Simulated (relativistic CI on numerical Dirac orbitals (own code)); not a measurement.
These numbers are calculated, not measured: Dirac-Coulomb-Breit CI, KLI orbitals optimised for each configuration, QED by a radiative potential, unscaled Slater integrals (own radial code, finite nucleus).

The strongest absorption lines from the ground level of an ion, among the configurations computed and to levels below about 949 eV (vacuum wavelength in nm, gf): 1.7788 (0.073), 1.7961 (0.052), 2.5036 (0.19), 2.5679 (0.15), 13.997 (0.94), 20.200 (0.32).

(1) Which ion is it?
A. Gd³⁵⁺
B. Ce²⁹⁺
C. Cs²⁶⁺
D. Ce³¹⁺

## Answers

(1) B. Ce²⁹⁺ has 29 electrons and the ground level 3d¹⁰4s ²S1/2; the strongest line goes to 3d¹⁰4p ²P°3/2. The pattern of lines fixes the number of electrons, and along that sequence the line energies rise steadily with the charge (about as its square where n changes within one kind of shell, about linearly where n is kept but much faster in heavy ions where fine structure, which grows about as Z⁴, sets the gap, and irregularly where shells cross), which fixes Z. Configurations outside the model, such as inner-shell arrays, can give stronger lines. At this charge energies of transitions that change n are usually good to better than 1 %, and those within a shell (Δn = 0) to a few per cent.

LS names give the leading component of a level, which can be under half, so a name can repeat, a term be missing and a line seem to break the LS rules.
